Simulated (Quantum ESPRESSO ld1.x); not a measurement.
All-electron atom: the tantalum ion Ta46+ in [Ar] 3d9. All-electron calculation, scalar-relativistic Kohn-Sham, LDA (Slater exchange, VWN5 correlation), spin-polarised, spherical densities, point nucleus; open shells are filled with parallel spins first. Program: ld1.x of Quantum ESPRESSO 7.5.

Normalised radial functions P(r) = r R(r), r in bohr:

| r | 2p down | 3p down |
|---|---|---|
| 0.0006875 | 0.0093 | 0.0048 |
| 0.000769 | 0.0112 | 0.0058 |
| 0.0008532 | 0.0133 | 0.0069 |
| 0.0009544 | 0.0160 | 0.0084 |
| 0.001059 | 0.0191 | 0.0100 |
| 0.001184 | 0.0230 | 0.0120 |
| 0.001325 | 0.0277 | 0.0145 |
| 0.00147 | 0.0330 | 0.0172 |
| 0.001644 | 0.0398 | 0.0208 |
| 0.001824 | 0.0474 | 0.0247 |
| 0.002041 | 0.0571 | 0.0298 |
| 0.002283 | 0.0688 | 0.0359 |
| 0.002533 | 0.0819 | 0.0427 |
| 0.002833 | 0.0987 | 0.0515 |
| 0.003143 | 0.1173 | 0.0612 |
| 0.003516 | 0.1411 | 0.0736 |
| 0.003933 | 0.1697 | 0.0885 |
| 0.004364 | 0.2013 | 0.1049 |
| 0.004881 | 0.2415 | 0.1258 |
| 0.005416 | 0.2857 | 0.1487 |
| 0.006057 | 0.3418 | 0.1777 |
| 0.006775 | 0.4082 | 0.2120 |
| 0.007518 | 0.4802 | 0.2491 |
| 0.008409 | 0.5705 | 0.2955 |
| 0.009331 | 0.6677 | 0.3453 |
| 0.01044 | 0.7883 | 0.4067 |
| 0.01167 | 0.9268 | 0.4769 |
| 0.01295 | 1.0727 | 0.5503 |
| 0.01449 | 1.2492 | 0.6382 |
| 0.01608 | 1.4315 | 0.7279 |
| 0.01798 | 1.6471 | 0.8322 |
| 0.02011 | 1.8810 | 0.9428 |
| 0.02232 | 2.1120 | 1.0486 |
| 0.02496 | 2.3711 | 1.1622 |
| 0.02792 | 2.6341 | 1.2699 |
| 0.03098 | 2.8742 | 1.3583 |
| 0.03465 | 3.1179 | 1.4327 |
| 0.03845 | 3.3192 | 1.4737 |
| 0.043 | 3.4958 | 1.4766 |
| 0.0481 | 3.6163 | 1.4251 |
| 0.05337 | 3.6659 | 1.3184 |
| 0.0597 | 3.6416 | 1.1314 |
| 0.06624 | 3.5407 | 0.8859 |
| 0.07409 | 3.3463 | 0.5439 |
| 0.08287 | 3.0686 | 0.1289 |
| 0.09195 | 2.7481 | -0.3074 |
| 0.1029 | 2.3546 | -0.8078 |
| 0.1141 | 1.9665 | -1.2713 |
| 0.1277 | 1.5505 | -1.7312 |
| 0.1428 | 1.1626 | -2.1095 |
| 0.1584 | 0.8467 | -2.3548 |
| 0.1772 | 0.5670 | -2.4797 |
| 0.1966 | 0.3676 | -2.4572 |
| 0.2199 | 0.2144 | -2.2917 |
| 0.246 | 0.1149 | -2.0070 |
| 0.273 | 0.0593 | -1.6732 |
| 0.3053 | 0.0263 | -1.2858 |
| 0.3388 | 0.0111 | -0.9413 |
| 0.3789 | 0.0039 | -0.6215 |
| 0.4238 | 0.0012 | -0.3750 |
| 0.4703 | 0.0003 | -0.2146 |
| 0.526 | 0.0001 | -0.1058 |
| 0.5836 | 0.0000 | -0.0492 |
| 0.6528 | 0.0000 | -0.0190 |

2p down: eigenvalue -12530.0 eV, 0 radial nodes, <r> = 0.0703 bohr, 90 % of the charge inside 0.115 bohr. 3p down: eigenvalue -4453.4 eV, 1 radial node at r = 0.0855 bohr, <r> = 0.199 bohr, 90 % of the charge inside 0.296 bohr.
